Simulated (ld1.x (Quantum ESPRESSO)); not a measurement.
# Reading a pseudo-wave (Eu (Z = 63))

Columns: radius, all-electron u(r) and pseudo u(r) of the 5p shell (level -51.14 eV) of europium in the configuration [Kr] 4d10 5s2 4f6 5p6 5d0 6s0 6p0; LDA (PZ), scalar-relativistic, RRKJ scheme, ld1.x (Quantum ESPRESSO) 7.5.

```tsv
r (bohr)	all-electron	pseudo
0.125	-0.1769	-0.0181
0.250	-0.1501	-0.0709
0.375	0.3548	-0.1539
0.500	0.4737	-0.2602
0.625	0.2491	-0.3808
0.750	-0.0963	-0.5059
0.875	-0.4211	-0.6253
1.000	-0.6682	-0.7297
1.125	-0.8279	-0.8114
1.250	-0.9108	-0.8652
1.375	-0.9342	-0.8887
1.500	-0.9148	-0.8825
1.625	-0.8670	-0.8499
1.750	-0.8022	-0.7963
1.875	-0.7286	-0.7286
2.000	-0.6521	-0.6536
2.125	-0.5767	-0.5776
2.250	-0.5050	-0.5051
2.375	-0.4385	-0.4385
2.500	-0.3780	-0.3780
2.625	-0.3238	-0.3238
2.750	-0.2759	-0.2759
2.875	-0.2339	-0.2339
3.000	-0.1974	-0.1974
3.125	-0.1660	-0.1660
3.250	-0.1391	-0.1391
```

Problem. How many radial nodes do the two functions have?

Solution. The all-electron 5p function has n − l − 1 = 3 (the table is too coarse to show those close to the nucleus); the pseudo-wave has 0, since the states of the same l below it are removed with the core.

Problem. At about which radius was the pseudo-wave matched?

Solution. 2.35 bohr, where the columns begin to agree (steps of 0.12 bohr).

Problem. Where does each function peak?

Solution. Outermost all-electron maximum near 1.38 bohr, pseudo maximum near 1.38 bohr (to the table’s step).

Problem. Is the pseudo-wave norm-conserving?

Solution. Yes: the RRKJ scheme keeps the norm inside the radius equal to the all-electron one, which fixes the energy derivative of the logarithmic derivative at the level.
